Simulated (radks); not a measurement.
Effect of the nuclear size on the magnesium ion Mg+, [Ne] 3s1. Calculated with a radial shooting solver on a logarithmic mesh with Libxc functionals: Dirac Kohn-Sham, relativistic LDA (MacDonald-Vosko exchange, VWN5 correlation), spin-unpolarised, spherical densities, finite nucleus; Fermi nuclear charge, rms radius 3.057 fm. The rms radius is varied about that value; shifts are against it.

rms radius (fm)  total energy shift (eV)  density at nucleus (e/bohr^3)  1s1/2 shift (meV)
2.5343                         -0.000817                           1148             -0.339
2.95                           -0.000180                           1146             -0.074
3.057                                  0                           1146              0.000
3.219                           0.000284                           1145              0.118
3.4452                          0.000704                           1144              0.292

Slopes of the eigenvalues against <r^2> in GHz/fm^2, as finite differences over the two radii next to the reference (eigenvalue slopes, not the field-shift constants of lines): 1s1/2 28.0.
